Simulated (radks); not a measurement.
Charge is removed step by step from the 4d3/2 level of Ir39+, starting from [Kr] 4d(3/2: 2, 5/2: 0). Calculated with a radial shooting solver on a logarithmic mesh with Libxc functionals: Dirac Kohn-Sham, PBEsol, spin-unpolarised, spherical densities, finite nucleus; Fermi nuclear charge, rms radius 5.4032 fm.

| removed (e) | E - E(0) (eV) | eigenvalue (eV) | E minus straight line (eV) |
|---|---|---|---|
| 0 | 0.000 | -1772.6 | 0.000 |
| 0.25 | 444.97 | -1787.2 | -5.500 |
| 0.5 | 893.60 | -1801.9 | -7.340 |
| 0.75 | 1345.9 | -1816.6 | -5.509 |
| 1 | 1801.9 | -1831.3 | 0.000 |

Removing the whole electron costs 1801.9 eV by Delta-SCF, against 1772.6 eV from minus the eigenvalue at the starting occupation. Slater's transition state (half an electron removed) gives 1801.9 eV. Integrating minus the eigenvalue over the occupation (Janak's theorem) gives 1801.9 eV. The mean slope of the eigenvalue, de/dn, is 58.7 eV per electron. Ionisation energy of Ir39+ in the NIST Atomic Spectra Database: 1801 eV (theoretical).

Beside tabulated values, note that spin-unpolarised runs miss the spin-polarisation part of the exchange energy of open shells.
